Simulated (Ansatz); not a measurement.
Born–Oppenheimer molecular dynamics of a periodic cell of 15 atoms, H$_{10}$SO$_{4}$ (contents 4 H2O + 1 SH2, density as packed 0.75 g/cm³ with natural masses). It starts from a partly relaxed structure (largest force component 0.18 eV/Å).

All numbers below come from DFT r2SCAN-D3(BJ), scalar-relativistic, plane waves, PAW (Ansatz 0.2.0). Settings: accuracy low, cutoff 500 eV, k mesh 1x1x1, fermi-dirac smearing 0.02 eV, no spin polarisation.

```json
{
  "ensemble": "NVT, Langevin thermostat",
  "time step": "0.75 fs",
  "steps asked": "110",
  "set temperature": "350 K",
  "friction": "0.02 /fs",
  "seed": "384892"
}
```

First frame:

```xyz
15
Lattice="6.1622 0.0000 0.0000 0.0000 6.1622 0.0000 0.0000 0.0000 6.1622" Properties=species:S:1:pos:R:3
O 4.733 3.484 2.981
H 4.712 4.442 2.907
H 5.294 3.156 2.231
O 0.191 2.394 1.178
H -0.192 2.075 0.322
H 0.928 2.967 0.937
O 2.441 2.352 4.260
H 3.110 2.763 3.690
H 2.207 1.534 3.796
O 5.153 1.519 5.073
H 4.189 1.576 5.178
H 5.309 2.215 4.408
S 1.747 5.630 2.494
H 0.762 6.513 2.217
H 1.056 4.987 3.453
```

What does the run give?

The run went to its last step.

| Item | Value |
| --- | --- |
| steps done | 110 |
| time covered | 82.5 fs |
| mean temperature over the second half | 283 K |
| spread of the potential energy over the second half | 5.4 meV per atom |
| mean potential energy of the second half above the start | 25.0 meV per atom |

The mean temperature of the second half is 19 % below the set value. A run of 0.083 ps of so small a system gives no equilibrium averages. Limits of this set-up: coarse k mesh, low accuracy level.

What happens to the structure?

Mean squared displacements from the first frame to the last, about the centre of mass: O 0.13 Å², H 0.39 Å², S 0.18 Å². The details hang on the random start.

How do temperature and energy run in time?


| time (fs) | T (K) | potential energy less start (eV) |
| --- | --- | --- |
| 0.0 | 327 | 0.000 |
| 3.8 | 299 | 0.117 |
| 7.5 | 235 | 0.168 |
| 11.2 | 224 | 0.210 |
| 15.0 | 259 | 0.200 |
| 18.8 | 240 | 0.233 |
| 22.5 | 164 | 0.321 |
| 26.2 | 155 | 0.348 |
| 30.0 | 182 | 0.336 |
| 33.8 | 268 | 0.260 |
| 37.5 | 300 | 0.261 |
| 41.2 | 235 | 0.293 |
| 45.0 | 267 | 0.294 |
| 48.8 | 279 | 0.310 |
| 52.5 | 295 | 0.323 |
| 56.2 | 336 | 0.281 |
| 60.0 | 332 | 0.325 |
| 63.8 | 260 | 0.410 |
| 67.5 | 251 | 0.418 |
| 71.2 | 239 | 0.513 |
| 75.0 | 268 | 0.431 |
| 78.8 | 310 | 0.414 |
| 82.5 | 326 | 0.439 |

Run time: 13 min on 1 thread of Arm Neoverse V2, on a shared host, peak memory 0.5 GiB.
